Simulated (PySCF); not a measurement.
Species: C₅H₈ClFO.
SMILES with atom numbers: `[F:1][CH2:2][O:3][C@@H:4]1[CH2:5][CH2:6][C@@H:7]1[Cl:8]`

Cartesian coordinates in Å at the GFN2-xTB level; atoms count from 1:
```
atom  x, y, z in Å
F1    -3.005    0.121   -0.668
C2    -2.295   -0.426    0.381
O3    -1.100   -0.932   -0.048
C4    -0.157    0.029   -0.462
C5     1.156   -0.595   -0.952
C6     1.942    0.347   -0.026
C7     0.632    0.783    0.641
Cl8    0.407    0.092    2.261
H9    -2.889   -1.259    0.770
H10   -2.195    0.380    1.124
H11   -0.611    0.723   -1.178
H12    1.352   -0.505   -2.016
H13    1.217   -1.638   -0.654
H14    2.656   -0.133    0.638
H15    2.432    1.166   -0.548
H16    0.449    1.855    0.724
```

NICS is the negative of the GIAO shielding at a point without a nucleus: at the ring centre (0) and 1 Å above and below it (1); zz is the component along the ring normal. Level: GIAO PBE0/pcSseg-1 (PySCF, non-relativistic, gas phase) on the GFN2-xTB geometry, one conformer.

Ring bond lengths (Å), with Mayer bond orders in brackets: C4–C5 1.534 (1.04), C5–C6 1.537 (1.06), C6–C7 1.534 (0.99), C7–C4 1.552 (0.92).

Question: What do the NICS probes read (ppm)?

Answer: 
```
       ring                                            type  NICS(0)  NICS(1), two faces  NICS(1)zz, two faces  rms pucker (Å)  centre to ring atoms, mean (Å)
C4–C5–C6–C7  4-membered carbocycle; formal bonds all single     -0.5         -0.2 / -2.1            7.0 / -0.5            0.06                            1.09
```

Question: What can be read from them?

Answer: 
- C4–C5–C6–C7: mean NICS(1)zz 3.3 ppm, deshielded. C4, C5, C6, C7 have four or more neighbours, and the NICS criterion for π rings isn't applied. The two faces differ by 7.5 ppm, so no symmetry operation interchanges them.

Question: What are the shieldings of the ring atoms and their hydrogens in the same run (means over atoms taken as equivalent)?

Answer: 
```
atoms                 environment  σ isotropic (ppm)  principal values of the symmetric part, first atom (ppm)
   C4  sp3 carbon bound to oxygen              117.3                                        86.5, 116.7, 148.6
   C5   four-membered-ring carbon              159.0                                       140.6, 151.8, 184.6
   C6   four-membered-ring carbon              159.4                                       132.0, 161.2, 184.9
   C7             sp3 C–Cl carbon              124.7                                        94.0, 129.5, 150.7
  H11            methine hydrogen              27.03                                          22.3, 28.7, 30.1
  H12          methylene hydrogen              29.35                                          25.6, 26.6, 35.8
  H13          methylene hydrogen              29.14                                          26.6, 27.0, 33.8
  H14          methylene hydrogen              29.66                                          25.7, 27.8, 35.4
  H15          methylene hydrogen              29.35                                          25.9, 26.8, 35.4
  H16            methine hydrogen              27.27                                          22.5, 26.8, 32.5
```

Time: 2.5 min wall, 97 s CPU (grids of density and orbitals included); peak memory 0.83 GiB. Hardware: an Intel Xeon at 2.50 GHz with one thread (shared host). This is the whole shielding run at PBE0/pcSseg-1, SCF included.
